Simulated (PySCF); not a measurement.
Telling isomers of C$_{5}$H$_{5}$F$_{2}$NO$_{2}$ apart by NMR

Level of theory: coordinates at the GFN2-xTB level, PBE0/pcSseg-1 with gauge-including orbitals, in PySCF (equivalent nuclei averaged, a single conformation, non-relativistic, no solvent).

Shifts are taken against calculated references (same method and geometry level): ¹H and ¹³C vs TMS. Splittings of carbon signals by F and P are missing where no couplings were computed. Where no couplings were computed, multiplicities follow the n + 1 count of equivalent neighbours, and m marks all less simple cases (inequivalent or close neighbours, rings, F or P nearby). Shifts are as computed. Against solution values, carbons near 30 ppm lie about +3 ppm off and those near 130 ppm about +5 ppm. Of 1211 compounds with measured shifts, 218 miss one by over three times the rms of a fit or turn the order of signals round; such compounds aren't used in these exercises.

(1) Tabulate the signals of `C[C@@]1(OC(F)F)O[C@@H]1C#N`, `CO[C@@H](F)[C@]1(C#N)O[C@@H]1F` and their relative energies.

(2) What is the quickest way to tell C[C@@]1(OC(F)F)O[C@@H]1C#N from CO[C@@H](F)[C@]1(C#N)O[C@@H]1F?

Results:

(1) 
```tsv
SMILES	carbon types	δC	δH	E rel. (kcal/mol)
C[C@@]1(OC(F)F)O[C@@H]1C#N	2×C 2×CH 1×CH3	123.3, 119.8, 84.5, 43.5, 22.6	6.69 (m, 1H), 2.67 (s, 1H), 1.99 (s, 3H)	0.0
CO[C@@H](F)[C@]1(C#N)O[C@@H]1F	2×C 2×CH 1×CH3	118.5, 117.1, 91.2, 59.1, 48.7	5.44 (m, 1H), 5.30 (m, 1H), 3.88 (s, 3H)	15.5
```

Energies are electronic energies at PBE0/pcSseg-1 on these geometries, without zero-point or thermal terms, each for the one conformer computed, which needn't be the lowest.

(2) Both give the same number of carbon signals, with the same numbers of each carbon type, so the positions decide. The first has an epoxide ring carbon (CH) at 43.5 ppm, the second a methyl carbon bonded to O (CH3) at 59.1 ppm. Their most deshielded carbons lie at 123.3 and 118.5 ppm. In the proton spectra the most deshielded non-exchanging signals are 6.69 (m, 1H) and 5.44 (m, 1H).
